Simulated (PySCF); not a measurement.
Job file and geometry (Å, from GFN2-xTB) of an NMR shielding run on SMILES C(OC)C1=C(F)C=[O+][BH2-]O1, C$_{5}$H$_{8}$BFO$_{3}$, PySCF 2.14.0, density-fitted response routines, GIAO PBE0/pcSseg-1 NMR shielding, non-relativistic, gas phase; density fitting, a coarse starting grid and PySCF grid level 2 are the driver's defaults:

```
$ OMP_NUM_THREADS=1 python probes_run.py task.json out

{"job": {"kind": "nmr", "xc": "PBE0", "basis": "pcSseg-1"}, "charge": 0, "multiplicity": 1}
C     -2.504547     0.942900    -0.350850
O     -2.036891    -0.263918    -0.912903
C     -1.263668    -1.059556    -0.051432
C      0.151815    -0.517367     0.062905
C      1.235369    -1.212263    -0.485694
F      1.049095    -2.412675    -1.090659
C      2.528915    -0.754208    -0.280165
O      2.806937     0.337738     0.282184
B      1.686125     1.310717     0.708111
O      0.313717     0.587151     0.657439
H     -1.683536     1.606115    -0.062261
H     -3.101288     1.418820    -1.126359
H     -3.131800     0.746158     0.526904
H     -1.713500    -1.104436     0.952094
H     -1.243915    -2.057166    -0.495381
H      3.367906    -1.376868    -0.595149
H      1.877276     1.617619     1.834125
H      1.653231     2.197557    -0.083123
```

Problem. What does the program print?

Solution. 
```
coarse grid: 15824 points
cycle   1  E = -544.7666040877  dE =  1.763e+00  |g| = 9.835e-01  |ddm| = 3.813e+00
cycle   2  E = -544.2828467052  dE =  4.838e-01  |g| = 1.885e+00  |ddm| = 2.264e+00
cycle   3  E = -544.9397557140  dE = -6.569e-01  |g| = 1.852e-01  |ddm| = 1.618e+00
cycle   4  E = -544.9446207210  dE = -4.865e-03  |g| = 1.132e-01  |ddm| = 2.564e-01
cycle   5  E = -544.9468956741  dE = -2.275e-03  |g| = 1.809e-02  |ddm| = 9.541e-02
cycle   6  E = -544.9469407662  dE = -4.509e-05  |g| = 1.051e-02  |ddm| = 2.132e-02
cycle   7  E = -544.9469607307  dE = -1.996e-05  |g| = 2.931e-03  |ddm| = 9.526e-03
cycle   8  E = -544.9469623622  dE = -1.631e-06  |g| = 5.927e-04  |ddm| = 2.452e-03
final grid: 155456 points
cycle   9  E = -545.0412184221  dE = -4.570e-05  |g| = 1.584e-02  |ddm| = 3.455e-02
cycle  10  E = -545.0411354025  dE =  8.302e-05  |g| = 2.667e-02  |ddm| = 2.669e-02
cycle  11  E = -545.0412620074  dE = -1.266e-04  |g| = 2.724e-03  |ddm| = 1.885e-02
cycle  12  E = -545.0412636373  dE = -1.630e-06  |g| = 5.359e-04  |ddm| = 2.542e-03
cycle  13  E = -545.0412636822  dE = -4.495e-08  |g| = 2.099e-04  |ddm| = 5.646e-04
cycle  14  E = -545.0412636897  dE = -7.471e-09  |g| = 8.118e-05  |ddm| = 2.121e-04
cycle  15  E = -545.0412636909  dE = -1.231e-09  |g| = 2.479e-05  |ddm| = 7.874e-05
cycle  16  E = -545.0412636911  dE = -1.162e-10  |g| = 6.541e-06  |ddm| = 2.369e-05
converged SCF energy = -545.0412636911

GIAO shielding tensors (ppm)
atom      isotropic    diamagn.    paramagn.     s11        s22        s33       span
  0 C      125.052     246.274    -121.222     91.495    102.826    180.836     89.340
  1 O      314.174     392.794     -78.620    274.041    313.244    355.237     81.196
  2 C      117.346     245.564    -128.218     91.086    104.160    156.794     65.708
  3 C       -0.929     255.394    -256.323    -86.870    -24.403    108.488    195.358
  4 C       35.612     256.841    -221.229    -31.836     51.046     87.625    119.461
  5 F      374.350     475.419    -101.069    356.334    379.357    387.360     31.025
  6 C        9.048     249.922    -240.874    -79.089     -3.273    109.506    188.596
  7 O       79.810     395.944    -316.135   -134.412     23.455    350.386    484.798
  8 B       97.149     188.078     -90.929     86.583    101.837    103.026     16.443
  9 O       78.724     402.893    -324.169   -117.354     32.516    321.012    438.366
 10 H       27.408      31.225      -3.817     22.448     28.001     31.776      9.328
 11 H       27.906      28.252      -0.346     24.137     25.496     34.086      9.949
 12 H       28.527      28.883      -0.356     24.814     26.457     34.311      9.497
 13 H       28.308      30.269      -1.961     25.053     27.427     32.444      7.391
 14 H       26.832      29.781      -2.949     22.817     25.896     31.783      8.966
 15 H       23.700      26.533      -2.832     22.390     22.951     25.760      3.371
 16 H       27.636      30.373      -2.737     25.166     28.272     29.470      4.303
 17 H       27.549      30.923      -3.373     25.066     28.137     29.445      4.379
```

Size and cost of the density-fitted run: 210 basis functions, 41 s wall time on 1 thread of an Arm Neoverse V2, shared host; peak memory 0.93 GiB.
